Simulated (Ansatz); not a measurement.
C3H7AlSi, SMILES `[AlH2][C]1=C[SiH2]C1`, relaxed with RKS PBE-D4/def2-SVP in Ansatz from a rough embedded geometry. The force threshold is 0.03 eV/Å; the program also tests the step.

The species carries charge 0 and has multiplicity 1.

Start:

```xyz
12

Al   -1.806    0.102    1.633
C    -0.351   -0.069    0.380
C     0.492   -1.103    0.091
Si    1.465   -0.241   -1.314
C     0.224    0.890   -0.652
H    -2.152   -1.097    2.667
H    -2.581    1.488    1.781
H     0.649   -2.136    0.440
H     2.798    0.067   -0.859
H     1.103   -0.767   -2.600
H    -0.541    1.127   -1.399
H     0.700    1.739   -0.169
```

Question: How much energy does the relaxation release, and in how many steps? (Estimate.)

Answer: Computed: 0.97 eV, in 8 steps, 1 of them rejected.

Question: Which bonds change most? (Estimate.)

Answer: The calculation gave: Si4–C5 from 1.805 to 1.919 Å; Si4–H10 from 1.436 to 1.510 Å; Si4–H9 from 1.441 to 1.510 Å; Al1–C2 from 1.927 to 1.971 Å.

Question: Give the relaxed structure. (An estimate is asked.)

Answer: The calculation gave: 
```xyz
12

Al   -1.749    0.068    1.668
C    -0.312   -0.039    0.322
C     0.462   -1.159    0.123
Si    1.441   -0.319   -1.244
C     0.184    1.019   -0.686
H    -2.020   -1.225    2.575
H    -2.615    1.404    1.855
H     0.385   -2.113    0.670
H     2.906   -0.049   -1.000
H     1.310   -0.864   -2.646
H    -0.583    1.337   -1.423
H     0.592    1.938   -0.214
```
